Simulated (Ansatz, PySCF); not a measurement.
Process, species as SMILES: [CH2][SiH2]F → C[SiH]F
Each molecule is optimised on its own at B3LYP-D3(BJ)/def2-TZVP (Ansatz, an electronic-structure program), one conformer each, not searched for the lowest. Frequencies are from Ansatz or PySCF.

Property: isomerisation energy (enthalpy at 298 K, with B3LYP-D3(BJ) rigid-rotor harmonic-oscillator terms), in kcal/mol. Correlated levels leave the core frozen unless marked. UHF or UKS for open shells. No spin-orbit coupling. Non-relativistic. CBS marks a two-point X^-3 extrapolation of the correlation energy; Hartree-Fock from the larger set.

```
level                                        program  isomerisation energy (kcal/mol)  minus last row
------------------------------------  --------------  -------------------------------  --------------
HF/cc-pV(D+d)Z                                Ansatz                              0.9             7.3
HF/cc-pV(T+d)Z                                Ansatz                              0.5             6.9
HF/cc-pwCVTZ                                  Ansatz                              0.6             7.0
PBE/def2-TZVPD                                Ansatz                            -11.0            -4.6
BLYP/def2-TZVPD                               Ansatz                             -8.2            -1.8
PBE0-D3(BJ)/def2-TZVP                 Ansatz + dftd3                             -8.9            -2.5
CAM-B3LYP-D4/def2-TZVPD               Ansatz + dftd4                             -6.8            -0.4
B2GP-PLYP/def2-TZVPD                          Ansatz                             -6.9            -0.5
B2PLYP-D4/def2-TZVPD                  Ansatz + dftd4                             -7.1            -0.7
MP2/6-31G*                                    Ansatz                             -8.9            -2.5
CCSD/STO-3G                                   Ansatz                             -8.4            -2.0
CCSD/cc-pV(D+d)Z                              Ansatz                             -4.8             1.6
CCSD/cc-pVTZ                                  Ansatz                             -6.1             0.3
CCSD(T)/STO-3G                                Ansatz                             -8.8            -2.4
CCSD(T)/CBS(cc-pV(T+d)Z,cc-pV(Q+d)Z)          Ansatz                             -6.4             0.0
```
